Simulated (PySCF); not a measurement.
Gas-phase reaction: GeI2 + 2 ICl ⇌ GeI4 + Cl2

Computed with PySCF and rigid-rotor harmonic-oscillator thermochemistry at 1 bar. † marks an energy on the PBE0/def2-TZVP geometry and frequencies; other levels use their own. MP2 freezes the core. All species are closed-shell singlets. I: scalar-relativistic def2 core potential, no spin-orbit coupling. Ge: all electrons, no relativistic terms. MP2 isn't extrapolated to the basis-set limit; its ΔH°(298 K) is -221.1 kJ in def2-SVP and -233.7 kJ in def2-TZVPP. The harmonic model lacks anharmonicity and excited electronic states, which grow with temperature; levels with a mode under 35 cm⁻¹ are left out. Soft modes under 120 cm⁻¹ make the harmonic entropy rough for GeI2, GeI4.

```csv
level,"ΔE electronic, kJ","ΔH°(298 K), kJ","ΔS°(298 K), J/K","ΔG°(2000 K), kJ"
M06-2X/def2-TZVP†,-194,-190,-175,136
MP2/def2-SVP†,-226,-221,-175,105
PBE/def2-SVP,-155,-151,-174,172
PBE0/def2-SVP†,-181,-176,-175,149
ωB97M-V/def2-TZVP†,-177,-173,-175,153
```
ΔH° is lowest at MP2/def2-SVP† and highest at PBE/def2-SVP. No reference value is set beside these.
